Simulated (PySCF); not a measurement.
PySCF input (HF/def2-TZVPD):

```python
from pyscf import gto, scf, dft

mol = gto.M(
    atom='''
    B    -0.09320651   -0.35603142    0.04988833
    Cl   -0.19842545    1.35671977   -0.17673327
    N     1.37580856   -0.91134000    0.08869693
    N    -1.12564956   -1.24020545    0.19313301
    H     1.90573454   -0.46092451    0.84123126
    H     1.44437762   -1.92244809    0.22232513
    H    -1.04260799   -2.23714686    0.32451608
    H    -2.08591800   -0.92489798    0.17414507
    H     1.86656608   -0.67784335   -0.78000322
    ''',
    basis='def2-tzvpd',
    charge=1,
    spin=0,
    verbose=4,
)

mf = scf.RHF(mol).density_fit(auxbasis='def2-universal-jkfit')
mf.conv_tol = 1e-9
mf.max_cycle = 100
mf.max_memory = 1500
mf.kernel()
if not mf.converged:
    mf = mf.newton()
    mf.kernel(mf.make_rdm1())
mf.analyze()
```

End of the output:

```
Extra cycle  E= -595.957806831588  delta_E= -4.6e-11  |g|= 4.16e-06  |ddm|= 1.43e-05
converged SCF energy = -595.957806831588
**** SCF Summaries ****
Total Energy =                        -595.957806831587959
Nuclear Repulsion Energy =             153.565379796269525
One-electron Energy =                -1116.331029509497057
Two-electron Energy =                  366.807842881639488
Two-electron Coulomb Energy =          413.134341757036452
DFT Exchange-Correlation Energy =      -46.326498875396965
HOMO-LUMO gap [eV] =                    13.716375969477244
**** MO energy ****
MO #1   energy= -105.00835636179   occ= 2
MO #2   energy= -15.8827147351193  occ= 2
MO #3   energy= -15.7612361649538  occ= 2
MO #4   energy= -10.7379954546051  occ= 2
MO #5   energy= -8.20482042805132  occ= 2
MO #6   energy= -8.20354662138102  occ= 2
MO #7   energy= -8.20343943874535  occ= 2
MO #8   energy= -7.88918517856776  occ= 2
MO #9   energy= -1.49592163896705  occ= 2
MO #10  energy= -1.37520070941778  occ= 2
MO #11  energy= -1.28774033384911  occ= 2
MO #12  energy= -0.965568209332454 occ= 2
MO #13  energy= -0.957426613132934 occ= 2
MO #14  energy= -0.955406686546774 occ= 2
MO #15  energy= -0.895459675506316 occ= 2
MO #16  energy= -0.837658051645349 occ= 2
MO #17  energy= -0.746522191409319 occ= 2
MO #18  energy= -0.686930816119627 occ= 2
MO #19  energy= -0.643592341723345 occ= 2
MO #20  energy= -0.618957880820873 occ= 2
MO #21  energy= -0.114890357049909 occ= 0
MO #22  energy= -0.0598028767028038 occ= 0
MO #23  energy= -0.0522123619412447 occ= 0
MO #24  energy= -0.0513687652496117 occ= 0
MO #25  energy= -0.0416563472110846 occ= 0
MO #26  energy= -0.0262338521914135 occ= 0
MO #27  energy= -0.0197853826290776 occ= 0
MO #28  energy= -0.0103972747984094 occ= 0
MO #29  energy= -0.00257876908759697 occ= 0
MO #30  energy= 0.00854491002447426 occ= 0
MO #31  energy= 0.0237165573325    occ= 0
MO #32  energy= 0.0313094418581855 occ= 0
MO #33  energy= 0.0431468977421989 occ= 0
MO #34  energy= 0.0653724649326008 occ= 0
MO #35  energy= 0.0667038983932853 occ= 0
MO #36  energy= 0.083242957942773  occ= 0
MO #37  energy= 0.0934503646941332 occ= 0
MO #38  energy= 0.0988549478200173 occ= 0
MO #39  energy= 0.115204997814141  occ= 0
MO #40  energy= 0.136821694295288  occ= 0
MO #41  energy= 0.144307559271221  occ= 0
MO #42  energy= 0.158382955984223  occ= 0
MO #43  energy= 0.166756875440838  occ= 0
MO #44  energy= 0.169497074822462  occ= 0
MO #45  energy= 0.17543406194235   occ= 0
MO #46  energy= 0.18322775643956   occ= 0
MO #47  energy= 0.186284106006023  occ= 0
MO #48  energy= 0.197828944619492  occ= 0
MO #49  energy= 0.203109880093238  occ= 0
MO #50  energy= 0.209867692543024  occ= 0
MO #51  energy= 0.216401688203686  occ= 0
MO #52  energy= 0.223572061682286  occ= 0
MO #53  energy= 0.238193311075682  occ= 0
MO #54  energy= 0.239079635635827  occ= 0
MO #55  energy= 0.246343392079147  occ= 0
MO #56  energy= 0.249690835970839  occ= 0
MO #57  energy= 0.261264138765506  occ= 0
MO #58  energy= 0.274051555986702  occ= 0
MO #59  energy= 0.284334953155968  occ= 0
MO #60  energy= 0.297225967699014  occ= 0
MO #61  energy= 0.313446352011692  occ= 0
MO #62  energy= 0.316024706684788  occ= 0
MO #63  energy= 0.335282444871877  occ= 0
MO #64  energy= 0.352269369651768  occ= 0
MO #65  energy= 0.359002333688986  occ= 0
MO #66  energy= 0.377539476506606  occ= 0
MO #67  energy= 0.397228854949221  occ= 0
MO #68  energy= 0.400272509773766  occ= 0
MO #69  energy= 0.416583382899056  occ= 0
MO #70  energy= 0.430906777552011  occ= 0
MO #71  energy= 0.461557362534515  occ= 0
MO #72  energy= 0.46630302073594   occ= 0
MO #73  energy= 0.472462968421976  occ= 0
MO #74  energy= 0.508404190695565  occ= 0
MO #75  energy= 0.549432141199999  occ= 0
MO #76  energy= 0.553621258411919  occ= 0
MO #77  energy= 0.59869078883981   occ= 0
MO #78  energy= 0.600352410194785  occ= 0
MO #79  energy= 0.618921170869881  occ= 0
MO #80  energy= 0.64516350266738   occ= 0
MO #81  energy= 0.646798604309259  occ= 0
MO #82  energy= 0.659992984502383  occ= 0
MO #83  energy= 0.665810113038979  occ= 0
MO #84  energy= 0.672262795042037  occ= 0
MO #85  energy= 0.691189152215664  occ= 0
MO #86  energy= 0.703361599900446  occ= 0
MO #87  energy= 0.713501035669432  occ= 0
MO #88  energy= 0.743042207403407  occ= 0
MO #89  energy= 0.760514854836382  occ= 0
MO #90  energy= 0.791957837379457  occ= 0
MO #91  energy= 0.814400899912387  occ= 0
MO #92  energy= 0.81896336399503   occ= 0
MO #93  energy= 0.856827373560375  occ= 0
MO #94  energy= 0.87021936356141   occ= 0
MO #95  energy= 0.903951425785866  occ= 0
MO #96  energy= 0.934509268691499  occ= 0
MO #97  energy= 0.936909387337417  occ= 0
MO #98  energy= 0.973254954349845  occ= 0
MO #99  energy= 0.993874173841701  occ= 0
MO #100 energy= 1.15033553927979   occ= 0
MO #101 energy= 1.16896404250542   occ= 0
MO #102 energy= 1.18331269224367   occ= 0
MO #103 energy= 1.21494424721969   occ= 0
MO #104 energy= 1.28991630578162   occ= 0
MO #105 energy= 1.31819505001653   occ= 0
MO #106 energy= 1.33061974428458   occ= 0
MO #107 energy= 1.35291265198161   occ= 0
[...]
```

It need not be the lowest isomer of its formula.
